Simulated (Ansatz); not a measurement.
Reaction (cleavage of the Si–B bond): `OB(O)[SiH2]F` + HCl → `F[SiH2]Cl` + `OBO`

Program: Ansatz. Geometries: PBE0-D4/def2-TZVP. ΔE: electronic, gas phase. CBS: MP2 limit from def2 TZ/QZ plus the TZ coupled-cluster correction, frozen cores. This one scheme is used for every species. DFT in def2-TZVPP. B3LYP here is the variant with VWN-RPA as its local correlation; programs differ in this. One conformer a species, not always the lowest.

| level | ΔE (kJ/mol) | difference from CCSD(T)/CBS |
| --- | --- | --- |
| PBE-D4 | -123.1 | 14.1 |
| r2SCAN-D4 | -136.8 | 0.4 |
| PBE0-D4 | -129.6 | 7.6 |
| B3LYP-D4 | -133.5 | 3.7 |
| ωB97X-V | -134.2 | 3.0 |
| ωB97M-V | -139.8 | -2.6 |
| B2PLYP | -139.9 | -2.7 |
| PBE | -125.1 | 12.1 |
| r2SCAN | -137.5 | -0.3 |
| PBE0 | -131.4 | 5.8 |
| B3LYP | -136.5 | 0.7 |
| HF/def2-TZVPP | -152.8 | -15.6 |
| MP2/def2-TZVPP | -143.8 | -6.6 |
| SCS-MP2/def2-TZVPP | -142.3 | -5.1 |
| CCSD/def2-TZVPP | -135.1 | 2.1 |
| CCSD(T)/def2-TZVPP | -133.4 | 3.8 |
| HF/def2-QZVPP | -153.7 | -16.5 |
| MP2/def2-QZVPP | -146.2 | -9.0 |
| SCS-MP2/def2-QZVPP | -144.8 | -7.6 |
| HF/CBS(def2) | -153.8 | -16.6 |
| MP2/CBS(def2) | -147.5 | -10.3 |
| CCSD/CBS(def2) | -138.9 | -1.7 |
| CCSD(T)/CBS | -137.2 | 0 |

Largest T1 diagnostic among the species: 0.013.

In def2-TZVPP, CCSD(T) changes the Hartree–Fock value by +19.4 kJ/mol (the triples alone add +1.7 kJ/mol) and MP2 by +9.0 kJ/mol. The D4 term adds +3.0 kJ/mol with B3LYP and +1.9 kJ/mol with PBE0; it sums over pairs of atoms, weighted by their polarisabilities, and B3LYP, whose exchange is more repulsive, gets the larger term.
